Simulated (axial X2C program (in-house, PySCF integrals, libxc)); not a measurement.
GaH along the bond: PBE0, with spin–orbit coupling

All values were computed with an in-house all-electron X2C program for linear molecules (integrals from PySCF). Two-component (2c) means X2C with spin–orbit coupling and atomic mean-field two-electron Coulomb and Gaunt terms. Basis: Ga dyall-cv3z [9s9p7d4f1g], H dyall-v3z [6s2p1d] (cores contracted in-house); Gaussian nuclei, density fitting, unrestricted open shells. Masses: Ga 68.926 u, H 1.008 u.

State: Ω = 0 (closed shell). Dipoles are positive if H is the positive end.

Results along the bond:

```
R (Å)   μ (D)  HOMO (eV)  LUMO (eV)
1.458   0.473      -5.83      -1.68
1.525   0.185      -5.89      -1.69
1.575  -0.034      -5.92      -1.70
1.626  -0.257      -5.95      -1.72
1.676  -0.482      -5.98      -1.73
1.735  -0.745      -6.00      -1.75
1.793  -1.010      -6.00      -1.78
1.869  -1.349      -6.00      -1.81
1.961  -1.761      -5.97      -1.86
2.095  -2.349      -5.90      -1.94
```

The state is one determinant whose occupation by symmetry is held fixed; it was picked as the lowest of a PBE0 search that is not exhaustive. The closed shell is kept restricted, so the energy runs too high when the bond is stretched far.
